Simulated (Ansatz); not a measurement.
The same path of AlClH5OP (9 atoms, charge 0, multiplicity 1) was run twice with different band settings. Lost on the way: P6–H9. Made: O4–H9.

All numbers below come from RKS PBE0/def2-SVP in Ansatz.

Relaxed end points:

```xyz
9
Properties=species:S:1:pos:R:3
Al 0.024 -0.011 0.018
Cl 0.448 -0.997 1.878
H 1.233 0.474 -0.878
O -1.446 -0.408 -0.766
H -2.101 -1.026 -0.440
P -0.562 2.172 1.232
H -1.043 3.333 0.571
H 0.478 2.766 1.991
H -1.545 2.069 2.247
```

```xyz
9
Properties=species:S:1:pos:R:3
Al 0.019 0.711 0.540
Cl 0.042 -0.408 2.398
H 0.888 0.083 -0.638
O -1.772 -0.085 0.092
H -1.838 -0.564 -0.745
P -0.339 3.021 0.602
H -0.633 3.048 2.000
H 1.054 3.288 0.794
H -1.936 -0.721 0.810
```

Common settings: spring 5.0 eV/Å²; optimiser quadratic models (default); start path through a guess of the saddle point; force threshold 0.05 eV/Å; iteration limit 60; end points relaxed.

| run | movable images | climbing image |
| --- | --- | --- |
| 1 | 5 | yes |
| 2 | 8 | no |

Question: What does each run give, and how far can it be trusted?

Answer: Run 1: converged after 22 iterations, highest image 1.722 eV above the first end. Neighbouring images differ by up to 1.3 eV, so the band resolves the path poorly. A vibrational analysis at the climbing image gives one clearly imaginary mode, 413i cm⁻¹: a first-order saddle point.
Run 2: converged after 44 iterations, highest image 1.620 eV above the first end. Beside the main top the profile has a ripple of under 15 meV (maxima at images 2, 5), which may be a very shallow well or noise. Neighbouring images differ by up to 1.3 eV, so the band resolves the path poorly. No image climbed, so the highest image needn't sit at the top of the path.
The orbitals stay closed-shell, which can raise the energy where a bond breaks towards radicals; this wasn't checked here.
